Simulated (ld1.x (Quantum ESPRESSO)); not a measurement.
## Transferability test, TM potential for Bi

```json
{"Element": "bismuth (Bi)", "Generator": "ld1.x (Quantum ESPRESSO) 7.5", "Type": "norm-conserving Troullier–Martins (Kleinman–Bylander form)", "Functional": "PBE", "Relativity": "scalar-relativistic", "Frozen core": "[Kr] 4d10 4f14", "Valence charge": "23", "Reference configuration": "5s2 5p6 5d10 6s2 6p1.5 (charge +1.5)", "Partial waves": "5p (bound): rc 1.30 bohr; 5d (bound): rc 1.05 bohr; 5s (bound): rc 0.95 bohr", "Local potential": "the s channel", "Core correction": "a·sin(br)/r model core, default radius (core density twice the valence density)"}
```

Occupied shells without a wave of their own: 6p, 6s. They enter only through the test configuration that unscreens the potential, and ld1.x also counts them in the model core charge.

Energies are relative to the spin-unpolarised reference configuration 5s2 5p6 5d10 6s2 6p1.5; without spin polarisation the order of configurations can differ from experiment.

ld1.x takes every shell without a wave as core, so the model core holds the 6p, 6s electrons as well and exchange and correlation see them twice. This cancels in the reference configuration, but the file is broken for other ones, and its errors say nothing about a proper core correction.

| valence configuration | charge | ΔE all-electron (eV) | error AE − PS (meV) |
| --- | --- | --- | --- |
| 5s2 5p6 5d10 6s2 6p3 | 0 | -14.567 | -14 |
| 5s2 5p6 5d10 6s2 6p2 | +1 | -6.654 | +57 |
| 5s2 5p6 5d10 6s2 6p1 | +2 | 8.593 | -133 |
| 5s2 5p6 5d9 6s2 6p4 | 0 | 9.641 | +61 |
| 5s2 5p6 5d10 6s2 6p3.3 | -0.3 | -15.660 | -69 |
| 5s2 5p6 5d10 6s1 6p3 | +1 | 4.164 | -301 |
| 5s2 5p6 5d10 6s0 6p5 | 0 | 5.935 | -815 |

The potential misses its own reference levels by up to 0.5 eV.
